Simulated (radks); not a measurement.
W6+, 68 electrons, occupied as [Xe] 4f14. All-electron calculation, scalar-relativistic Kohn-Sham, SCAN, spin-polarised, spherical densities, finite nucleus; meta-GGA in the generalised Kohn-Sham scheme; Fermi nuclear charge, rms radius 5.3658 fm. Program: a radial shooting solver on a logarithmic mesh with Libxc functionals. Some entries of the table are withheld. Estimate them.

orbital,occ.,eigenvalue (hartree),r(max) (bohr)
1s,2,-2559.124,(1)
2s,2,-445.0159,0.06562
2p,6,-389.4351,0.05389
3s,2,-105.0737,0.1850
3p,6,-88.50940,0.1832
3d,10,-69.42762,(2)
4s,2,-24.10121,0.4209
4p,6,-18.64276,0.4412
4d,10,-11.69968,0.4523
5s,2,-5.69780,0.9555
5p,6,-4.29958,1.077
4f,14,-4.02928,0.4290

Answer. 
(1) 1s r(max) (bohr): 0.01146
(2) 3d r(max) (bohr): 0.1495
